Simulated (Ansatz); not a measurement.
Geometry optimisation of ClFH₄O₂Si₂, SMILES `O[Si](F)(Cl)O[SiH3]`.

```yaml
crystal:
  periodic: [false, false, false]
  atoms:
    - {symbol: O, position_ang: [-2.173880, 1.154310, 0.364080]}
    - {symbol: Si, position_ang: [-0.610560, 1.129820, -0.001590]}
    - {symbol: F, position_ang: [0.205760, 1.838810, 1.188580]}
    - {symbol: Cl, position_ang: [-0.363290, 2.136840, -1.676020]}
    - {symbol: O, position_ang: [-0.051970, -0.366590, -0.092800]}
    - {symbol: Si, position_ang: [1.169250, -1.446420, -0.209740]}
    - {symbol: H, position_ang: [-2.519210, 0.704300, 1.131600]}
    - {symbol: H, position_ang: [0.522680, -2.570850, -0.878790]}
    - {symbol: H, position_ang: [2.247700, -0.845170, -0.989450]}
    - {symbol: H, position_ang: [1.573520, -1.735040, 1.164130]}
basis:
  gaussian: {orbitals: def2-TZVP}
hamiltonian: {xc: pbe0, dispersion: d4}
relax: {f_tol: 0.005, max_steps: 150}
```

```sh
$ ansatz run in.yaml --threads 2 --pin off --events-out ev --progress --plain --max-ram 31744MiB --backend cuda --devices 0, --max-vram 18GiB
```

Shortened log:

```
Functional definition: PBE0
mean field -35147.44194119 eV, -1291.6446675468 hartree, gradient 6.2e-5 eV, S^2 0.000000; 0 other end points of the search recorded, 0 dependent functions left out
relax step   1: F+E_penalty+E_count = -35147.68457509 eV  Δ(F+E_penalty+E_count) = +0.000e0 eV  max|allowed force component| = 1.726e0 eV/Å  Δτ_max = 0.0000 Å  (27 SCF iters, accepted)
mean field -35147.54436550 eV, -1291.6484315710 hartree, gradient 8.0e-6 eV, S^2 0.000000; 0 other end points of the search recorded, 0 dependent functions left out
relax step   2: F+E_penalty+E_count = -35147.78512207 eV  Δ(F+E_penalty+E_count) = -1.005e-1 eV  max|allowed force component| = 6.954e-1 eV/Å  Δτ_max = 0.0969 Å  (31 SCF iters, accepted)
mean field -35147.55346064 eV, -1291.6487658112 hartree, gradient 7.9e-6 eV, S^2 0.000000; 0 other end points of the search recorded, 0 dependent functions left out
relax step   3: F+E_penalty+E_count = -35147.79428593 eV  Δ(F+E_penalty+E_count) = -9.164e-3 eV  max|allowed force component| = 2.837e-1 eV/Å  Δτ_max = 0.0216 Å  (31 SCF iters, accepted)
mean field -35147.55561460 eV, -1291.6488449678 hartree, gradient 8.0e-6 eV, S^2 0.000000; 0 other end points of the search recorded, 0 dependent functions left out
relax step   4: F+E_penalty+E_count = -35147.79669220 eV  Δ(F+E_penalty+E_count) = -2.406e-3 eV  max|allowed force component| = 7.114e-2 eV/Å  Δτ_max = 0.0152 Å  (32 SCF iters, accepted)
mean field -35147.55615881 eV, -1291.6488649670 hartree, gradient 8.0e-6 eV, S^2 0.000000; 0 other end points of the search recorded, 0 dependent functions left out
relax step   5: F+E_penalty+E_count = -35147.79734008 eV  Δ(F+E_penalty+E_count) = -6.479e-4 eV  max|allowed force component| = 6.538e-2 eV/Å  Δτ_max = 0.0070 Å  (32 SCF iters, accepted)
mean field -35147.55715966 eV, -1291.6489017475 hartree, gradient 8.2e-6 eV, S^2 0.000000; 0 other end points of the search recorded, 0 dependent functions left out
relax step   6: F+E_penalty+E_count = -35147.79858576 eV  Δ(F+E_penalty+E_count) = -1.246e-3 eV  max|allowed force component| = 9.127e-2 eV/Å  Δτ_max = 0.0222 Å  (31 SCF iters, accepted)
mean field -35147.55756124 eV, -1291.6489165052 hartree, gradient 8.3e-6 eV, S^2 0.000000; 0 other end points of the search recorded, 0 dependent functions left out
relax step   7: F+E_penalty+E_count = -35147.79917253 eV  Δ(F+E_penalty+E_count) = -5.868e-4 eV  max|allowed force component| = 6.138e-2 eV/Å  Δτ_max = 0.0173 Å  (31 SCF iters, accepted)
mean field -35147.55809557 eV, -1291.6489361418 hartree, gradient 8.2e-6 eV, S^2 0.000000; 0 other end points of the search recorded, 0 dependent functions left out
relax step   8: F+E_penalty+E_count = -35147.79981511 eV  Δ(F+E_penalty+E_count) = -6.426e-4 eV  max|allowed force component| = 4.133e-2 eV/Å  Δτ_max = 0.0131 Å  (31 SCF iters, accepted)
mean field -35147.55622156 eV, -1291.6488672730 hartree, gradient 1.0e-5 eV, S^2 0.000000; 0 other end points of the search recorded, 0 dependent functions left out
relax step   9: F+E_penalty+E_count = -35147.79935877 eV  Δ(F+E_penalty+E_count) = +4.563e-4 eV  max|allowed force component| = 1.269e-1 eV/Å  Δτ_max = 0.1476 Å  (29 SCF iters, rejected (line search))
mean field -35147.55901107 eV, -1291.6489697857 hartree, gradient 9.0e-6 eV, S^2 0.000000; 0 other end points of the search recorded, 0 dependent functions left out
relax step  10: F+E_penalty+E_count = -35147.80157489 eV  Δ(F+E_penalty+E_count) = -1.760e-3 eV  max|allowed force component| = 5.170e-2 eV/Å  Δτ_max = 0.0718 Å  (31 SCF iters, accepted)
mean field -35147.55997874 eV, -1291.6490053468 hartree, gradient 8.4e-6 eV, S^2 0.000000; 0 other end points of the search recorded, 0 dependent functions left out
relax step  11: F+E_penalty+E_count = -35147.80275041 eV  Δ(F+E_penalty+E_count) = -1.176e-3 eV  max|allowed force component| = 2.435e-2 eV/Å  Δτ_max = 0.0392 Å  (30 SCF iters, accepted)
mean field -35147.56002895 eV, -1291.6490071922 hartree, gradient 8.4e-6 eV, S^2 0.000000; 0 other end points of the search recorded, 0 dependent functions left out
relax step  12: F+E_penalty+E_count = -35147.80326270 eV  Δ(F+E_penalty+E_count) = -5.123e-4 eV  max|allowed force component| = 3.644e-2 eV/Å  Δτ_max = 0.0503 Å  (31 SCF iters, accepted)
mean field -35147.55997126 eV, -1291.6490050720 hartree, gradient 8.2e-6 eV, S^2 0.000000; 0 other end points of the search recorded, 0 dependent functions left out
relax step  13: F+E_penalty+E_count = -35147.80338226 eV  Δ(F+E_penalty+E_count) = -1.196e-4 eV  max|allowed force component| = 2.547e-2 eV/Å  Δτ_max = 0.0271 Å  (31 SCF iters, accepted)
mean field -35147.55990395 eV, -1291.6490025982 hartree, gradient 8.2e-6 eV, S^2 0.000000; 0 other end points of the search recorded, 0 dependent functions left out
relax step  14: F+E_penalty+E_count = -35147.80345336 eV  Δ(F+E_penalty+E_count) = -7.110e-5 eV  max|allowed force component| = 2.678e-2 eV/Å  Δτ_max = 0.0168 Å  (32 SCF iters, accepted)
mean field -35147.55997609 eV, -1291.6490052494 hartree, gradient 8.2e-6 eV, S^2 0.000000; 0 other end points of the search recorded, 0 dependent functions left out
relax step  15: F+E_penalty+E_count = -35147.80355901 eV  Δ(F+E_penalty+E_count) = -1.057e-4 eV  max|allowed force component| = 1.960e-2 eV/Å  Δτ_max = 0.0058 Å  (33 SCF iters, accepted)
mean field -35147.56045353 eV, -1291.6490227950 hartree, gradient 8.3e-6 eV, S^2 0.000000; 0 other end points of the search recorded, 0 dependent functions left out
relax step  16: F+E_penalty+E_count = -35147.80377428 eV  Δ(F+E_penalty+E_count) = -2.153e-4 eV  max|allowed force component| = 2.975e-2 eV/Å  Δτ_max = 0.0328 Å  (30 SCF iters, accepted)
mean field -35147.56050733 eV, -1291.6490247721 hartree, gradient 8.2e-6 eV, S^2 0.000000; 0 other end points of the search recorded, 0 dependent functions left out
relax step  17: F+E_penalty+E_count = -35147.80385589 eV  Δ(F+E_penalty+E_count) = -8.161e-5 eV  max|allowed force component| = 9.362e-3 eV/Å  Δτ_max = 0.0109 Å  (31 SCF iters, accepted)
[...]
mean field -35147.56145776 eV, -1291.6490597000 hartree, gradient 8.0e-6 eV, S^2 0.000000; 0 other end points of the search recorded, 0 dependent functions left out
relax step  39: F+E_penalty+E_count = -35147.80490770 eV  Δ(F+E_penalty+E_count) = -2.374e-5 eV  max|allowed force component| = 2.031e-2 eV/Å  Δτ_max = 0.0202 Å  (32 SCF iters, accepted)
mean field -35147.56148623 eV, -1291.6490607460 hartree, gradient 8.0e-6 eV, S^2 0.000000; 0 other end points of the search recorded, 0 dependent functions left out
relax step  40: F+E_penalty+E_count = -35147.80494125 eV  Δ(F+E_penalty+E_count) = -3.355e-5 eV  max|allowed force component| = 1.765e-2 eV/Å  Δτ_max = 0.0213 Å  (31 SCF iters, accepted)
mean field -35147.56150046 eV, -1291.6490612690 hartree, gradient 8.1e-6 eV, S^2 0.000000; 0 other end points of the search recorded, 0 dependent functions left out
relax step  41: F+E_penalty+E_count = -35147.80498778 eV  Δ(F+E_penalty+E_count) = -4.653e-5 eV  max|allowed force component| = 1.641e-2 eV/Å  Δτ_max = 0.0335 Å  (31 SCF iters, accepted)
mean field -35147.56151759 eV, -1291.6490618987 hartree, gradient 8.1e-6 eV, S^2 0.000000; 0 other end points of the search recorded, 0 dependent functions left out
relax step  42: F+E_penalty+E_count = -35147.80501446 eV  Δ(F+E_penalty+E_count) = -2.668e-5 eV  max|allowed force component| = 1.962e-2 eV/Å  Δτ_max = 0.0220 Å  (31 SCF iters, accepted)
mean field -35147.56153407 eV, -1291.6490625043 hartree, gradient 8.1e-6 eV, S^2 0.000000; 0 other end points of the search recorded, 0 dependent functions left out
relax step  43: F+E_penalty+E_count = -35147.80504935 eV  Δ(F+E_penalty+E_count) = -3.488e-5 eV  max|allowed force component| = 1.828e-2 eV/Å  Δτ_max = 0.0158 Å  (31 SCF iters, accepted)
mean field -35147.56154438 eV, -1291.6490628829 hartree, gradient 8.1e-6 eV, S^2 0.000000; 0 other end points of the search recorded, 0 dependent functions left out
relax step  44: F+E_penalty+E_count = -35147.80510710 eV  Δ(F+E_penalty+E_count) = -5.775e-5 eV  max|allowed force component| = 1.255e-2 eV/Å  Δτ_max = 0.0252 Å  (31 SCF iters, accepted)
mean field -35147.56154925 eV, -1291.6490630620 hartree, gradient 8.1e-6 eV, S^2 0.000000; 0 other end points of the search recorded, 0 dependent functions left out
relax step  45: F+E_penalty+E_count = -35147.80515963 eV  Δ(F+E_penalty+E_count) = -5.253e-5 eV  max|allowed force component| = 1.606e-2 eV/Å  Δτ_max = 0.0351 Å  (31 SCF iters, accepted)
mean field -35147.56151749 eV, -1291.6490618949 hartree, gradient 8.1e-6 eV, S^2 0.000000; 0 other end points of the search recorded, 0 dependent functions left out
relax step  46: F+E_penalty+E_count = -35147.80517566 eV  Δ(F+E_penalty+E_count) = -1.602e-5 eV  max|allowed force component| = 1.833e-2 eV/Å  Δτ_max = 0.0248 Å  (31 SCF iters, accepted)
mean field -35147.56152991 eV, -1291.6490623514 hartree, gradient 8.1e-6 eV, S^2 0.000000; 0 other end points of the search recorded, 0 dependent functions left out
relax step  47: F+E_penalty+E_count = -35147.80519510 eV  Δ(F+E_penalty+E_count) = -1.944e-5 eV  max|allowed force component| = 1.619e-2 eV/Å  Δτ_max = 0.0072 Å  (32 SCF iters, accepted)
mean field -35147.56155466 eV, -1291.6490632609 hartree, gradient 8.1e-6 eV, S^2 0.000000; 0 other end points of the search recorded, 0 dependent functions left out
relax step  48: F+E_penalty+E_count = -35147.80522242 eV  Δ(F+E_penalty+E_count) = -2.732e-5 eV  max|allowed force component| = 1.009e-2 eV/Å  Δτ_max = 0.0076 Å  (32 SCF iters, accepted)
mean field -35147.56156827 eV, -1291.6490637610 hartree, gradient 8.1e-6 eV, S^2 0.000000; 0 other end points of the search recorded, 0 dependent functions left out
relax step  49: F+E_penalty+E_count = -35147.80525200 eV  Δ(F+E_penalty+E_count) = -2.958e-5 eV  max|allowed force component| = 4.871e-3 eV/Å  Δτ_max = 0.0164 Å  (31 SCF iters, accepted)
mean field -35147.56156815 eV, -1291.6490637565 hartree, gradient 8.1e-6 eV, S^2 0.000000; 0 other end points of the search recorded, 0 dependent functions left out
relax step  50: F+E_penalty+E_count = -35147.80528109 eV  Δ(F+E_penalty+E_count) = -2.909e-5 eV  max|allowed force component| = 8.722e-3 eV/Å  Δτ_max = 0.0321 Å  (31 SCF iters, accepted)
mean field -35147.56157026 eV, -1291.6490638343 hartree, gradient 8.2e-6 eV, S^2 0.000000; 0 other end points of the search recorded, 0 dependent functions left out
relax step  51: F+E_penalty+E_count = -35147.80528910 eV  Δ(F+E_penalty+E_count) = -8.008e-6 eV  max|allowed force component| = 2.012e-2 eV/Å  Δτ_max = 0.0325 Å  (31 SCF iters, accepted)
mean field -35147.56158877 eV, -1291.6490645144 hartree, gradient 1.8e-5 eV, S^2 0.000000; 0 other end points of the search recorded, 0 dependent functions left out
relax step  52: F+E_penalty+E_count = -35147.80530265 eV  Δ(F+E_penalty+E_count) = -1.355e-5 eV  max|allowed force component| = 1.130e-2 eV/Å  Δτ_max = 0.0044 Å  (24 SCF iters, accepted)
mean field -35147.56160747 eV, -1291.6490652016 hartree, gradient 8.2e-6 eV, S^2 0.000000; 0 other end points of the search recorded, 0 dependent functions left out
relax step  53: F+E_penalty+E_count = -35147.80531294 eV  Δ(F+E_penalty+E_count) = -1.029e-5 eV  max|allowed force component| = 3.734e-3 eV/Å  Δτ_max = 0.0044 Å  (33 SCF iters, accepted)
mean field -35147.56162761 eV, -1291.6490659419 hartree, gradient 8.2e-6 eV, S^2 0.000000; 0 other end points of the search recorded, 0 dependent functions left out
relax step  54: F+E_penalty+E_count = -35147.80531999 eV  Δ(F+E_penalty+E_count) = -7.053e-6 eV  max|allowed force component| = 9.533e-3 eV/Å  Δτ_max = 0.0086 Å  (32 SCF iters, accepted)
mean field -35147.56165350 eV, -1291.6490668931 hartree, gradient 8.2e-6 eV, S^2 0.000000; 0 other end points of the search recorded, 0 dependent functions left out
relax step  55: F+E_penalty+E_count = -35147.80532761 eV  Δ(F+E_penalty+E_count) = -7.620e-6 eV  max|allowed force component| = 8.304e-3 eV/Å  Δτ_max = 0.0087 Å  (32 SCF iters, accepted)
mean field -35147.56167817 eV, -1291.6490677999 hartree, gradient 8.2e-6 eV, S^2 0.000000; 0 other end points of the search recorded, 0 dependent functions left out
relax step  56: F+E_penalty+E_count = -35147.80533238 eV  Δ(F+E_penalty+E_count) = -4.771e-6 eV  max|allowed force component| = 3.475e-3 eV/Å  Δτ_max = 0.0079 Å  (32 SCF iters, accepted)
mean field -35147.56167817 eV, -1291.6490677999 hartree, gradient 4.3e-5 eV, S^2 0.000000; 1 other end points of the search recorded, 0 dependent functions left out
Total energy: -35147.80536659 eV, -1291.6580231841 hartree
Atom 0 at    -2.186845     1.262640     0.083815 Å, force     0.001345     0.001686     0.002449 eV/Å
Atom 1 at    -0.582005     1.144388     0.209200 Å, force    -0.002967    -0.001518     0.001146 eV/Å
Atom 2 at    -0.087114     1.750706     1.584578 Å, force    -0.002270    -0.001379    -0.002587 eV/Å
Atom 3 at     0.223588     2.254088    -1.275961 Å, force    -0.000116    -0.000436     0.000097 eV/Å
Atom 4 at    -0.088393    -0.380886     0.138482 Å, force     0.003475    -0.000067    -0.001683 eV/Å
Atom 5 at     1.107388    -1.440965    -0.255373 Å, force     0.001040     0.001365     0.001716 eV/Å
Atom 6 at    -2.733284     0.684248     0.618355 Å, force     0.001378     0.000847    -0.000637 eV/Å
Atom 7 at     0.521320    -2.801125    -0.217132 Å, force     0.000738     0.001583    -0.000606 eV/Å
Atom 8 at     1.614230    -1.138010    -1.615729 Å, force    -0.001136    -0.001262     0.000386 eV/Å
Atom 9 at     2.211115    -1.335073     0.729765 Å, force    -0.001488    -0.000819    -0.000281 eV/Å
Dipole moment:    -0.126223    -0.439081     0.072437 e Å
```

Hardware: 2 threads of an AMD EPYC 7R13 on a shared host and a share of an NVIDIA H100 80 GB. Wall time 78 s, peak host memory 0.88 GiB.
